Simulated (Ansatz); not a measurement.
The same ligand exchange along the group F, Cl, Br.

Computed with Ansatz on PBE0-D4/def2-TZVP structures; ΔE is electronic, products minus reactants. CBS: MP2 limit from def2 TZ/QZ plus the TZ coupled-cluster correction, frozen cores. Functionals use def2-TZVPP. For Br, Ge outer-core shells are correlated without core-valence functions, which leaves a few kJ/mol of doubt a bond. Scalar relativity is left out up to krypton. One conformer a species, not always the lowest.

```tsv
reaction	B97M-V (kJ/mol)	HF/CBS(def2) (kJ/mol)	PBE-D4 (kJ/mol)	CCSD(T)/CBS(def2) (kJ/mol)
`[BH2][GeH2][F]` + `O[SiH2]S` → `BO[SiH2]S` + `[F][GeH3]`	-149	-158	-138	-142
`[BH2][GeH2][Cl]` + `O[SiH2]S` → `BO[SiH2]S` + `[Cl][GeH3]`	-148	-156	-137	-141
`[BH2][GeH2][Br]` + `O[SiH2]S` → `BO[SiH2]S` + `[GeH3][Br]`	-148	-156	-136	-140
```

Largest T1 diagnostic: 0.013, for `BO[SiH2]S`.
